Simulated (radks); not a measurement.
Results of a calculation; reference values are marked as such.
Question: All-electron atom: the lutetium ion Lu+ in [Xe] 4f14 6s2. Level of theory: scalar-relativistic Kohn-Sham, PBE, spin-polarised, spherical densities, finite nucleus; Fermi nuclear charge, rms radius 5.37 fm (a radial shooting solver on a logarithmic mesh with Libxc functionals). Some entries of the table are withheld. Estimate them.

orbital,occ.,eigenvalue (hartree),r(max) (bohr),<r> (bohr)
1s,2,-2323.819,(1),0.01932
2s,2,-395.8613,0.06931,0.08184
2p,6,-348.3572,0.05660,0.07292
3s,2,-89.96168,0.1957,0.2126
3p,6,-75.70024,0.1931,0.2123
3d,10,-58.56247,0.1574,0.1925
4s,2,-18.16775,(2),0.4780
4p,6,-13.48748,0.4671,0.5079
4d,10,-7.37796,0.4809,0.5476
5s,2,-2.57055,1.043,1.169
5p,6,-1.48535,1.193,1.384
4f,14,-0.67905,(3),0.7212
6s,2,-0.40604,2.868,3.265

Answer: 
(1) 1s r(max) (bohr): 0.01214
(2) 4s r(max) (bohr): 0.4461
(3) 4f r(max) (bohr): 0.4688
